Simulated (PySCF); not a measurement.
## Gold: a sound run and one with changed settings

Sound run: Au [Xe] 4f14 5d10 6s1, Au⁺ [Xe] 4f14 5d10. Computed with PySCF 2.14 in cc-pVDZ-PP with ECP60MDF, with a scalar-relativistic core potential. The sound run starts from symmetry-adapted Hartree-Fock orbitals and uses a fine grid where one is needed.

A second run was set up differently.

| species | method | sound run (hartree) | changed run (hartree) | converged |
| --- | --- | --- | --- | --- |
| Au | UHF | -134.78054 | -134.78040 | no |
| Au | LDA | -135.49081 | -135.46922 | no |
| Au | PBE0 | -135.69053 | -135.69051 | no |
| Au⁺ | UHF | -134.49840 | -134.49836 | no |
| Au⁺ | LDA | -135.12773 | -135.05919 | no |
| Au⁺ | PBE0 | -135.35220 | -135.35190 | no |

Task: What was changed?
A. a valence shell is frozen
B. too few SCF iterations
C. minimal basis
D. level shift left on

Result: B. It used initial guess minao, at most 3 SCF cycles. The SCF was stopped early; the energies are upper bounds that still move, and correlated levels were skipped or rest on poor orbitals.
